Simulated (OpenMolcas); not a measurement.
## Pm3+ in tetrahedral coordination: ligands and hosts compared

```json
{
 "Program": "OpenMolcas 26.06",
 "Method": "CASSCF",
 "Active space": "4 electrons in 7 orbitals (4f)",
 "Spin-orbit coupling": "state interaction with AMFI integrals over the reference wave functions"
}
```

Distances were set from a Shannon-type radius of the metal (high-spin where two are listed) plus a fixed donor radius (I 2.13, Cl 1.76, O 1.38 Å). Anionic complexes are neutralised by point charges, and hosts are embedded clusters. Ligand basis ANO-RCC-VDZP. States (labels of Td). Energies in cm-1 above the lowest state or level, χT in cm3 K/mol; under a threefold ground state the first gap can be a small split of the lowest multiplet, not the spin-orbit step.

| Ligand or host | R (Å) | Metal basis | Outer charge (e at Å behind ligand) | Ground state | First state of that spin | First gap with spin-orbit (degeneracies) | Width of lowest J | χT at 300 K |
| --- | --- | --- | --- | --- | --- | --- | --- | --- |
| I | 2.97 | ANO-RCC-VDZP | 0.25 at 2.4 | 5T2 | 5E 5.5 | 25.5 (1, 3) | 45 | 0.992 |
| Cl | 2.6 | ANO-RCC-VTZP | 0.25 at 3.2 | 5T2 | 5E 12.1 | 70.4 (1, 3) | 132 | 0.978 |
| O | 2.22 | ANO-RCC-VDZP | 1.2 at 2.8 | 5E | 5T2 21.6 | 68.2 (1, 3) | 246 | 0.959 |

The rows also differ in their metal basis and outer charges, so part of each step comes from that.

The width of the lowest J multiplet rises in the order I < Cl < O, by a factor of 5.47 from first to last.

High states are left out of the spin-orbit mixing, which shifts the levels that they would mix with. Without dynamic correlation the ligand-field splitting of an f shell can come out too small, at times by half. The oxide ions are held by bare point charges, a crude embedding (holds for O). No measured value stands beside these numbers; the geometry was imposed, not optimised, and the real ion may take another.
